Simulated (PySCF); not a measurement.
**Two-component Hartree-Fock for Ar²⁺ (argon, charge +2)**

Start: [Ne] 3s2 3p4; 3p1/2 filled at m_j = -1/2, +1/2; 3p3/2 filled at m_j = +1/2, +3/2. Calculated with PySCF 2.14 in x2c-TZVPall-2c (5s6p2d1f, 40 functions): generalised Hartree-Fock with the X2C-1e Hamiltonian and a Gaussian nucleus; one run each with spin-orbit coupling (SO) switched off, then screened by Boettger's factors.

| spinor shell | electrons | ε, spin-free (eV) | ε, screened SO (eV) | weight of nominal j (screened SO) | rms radius, screened SO (bohr) |
| --- | --- | --- | --- | --- | --- |
| 1s1/2 | 2 | -3271.2 | -3271.2 | 1.000 | 0.0991 |
| 2s1/2 | 2 | -367.61 | -367.59 | 1.000 | 0.446 |
| 2p1/2 | 2 | -290.39 | -292.34 | 0.945 | 0.415 |
| 2p3/2 | 4 | -290.39 | -289.39 | 0.972 | 0.417 |
| 3s1/2 | 2 | -59.875 | -59.866 | 0.999 | 1.44 |
| 3p3/2 | 2 | -42.686 | -43.710 | 0.830 | 1.58 |
| 3p1/2 | 2 | -42.686 | -41.683 | 0.690 | 1.60 |

```tsv
quantity	spin-free	screened SO
E (hartree)	-527.10415	-527.10845
M_J	2	2
⟨J²⟩	6.011	6.014
⟨L²⟩	2.008	2.021
⟨S²⟩	2.003	1.997
```

Each row is a mean over spinors that exchange with the open shell spreads, by up to 7.963 eV (3s1/2).

Rows whose weight is well below 1 are mixtures of j = l ± 1/2: exchange outweighs spin-orbit coupling there, and the label is only the starting occupation.

Without spin-orbit coupling the j labels of p, d and f shells carry no meaning; the spin-free column gives the mean over the occupied spinors of each nl shell.
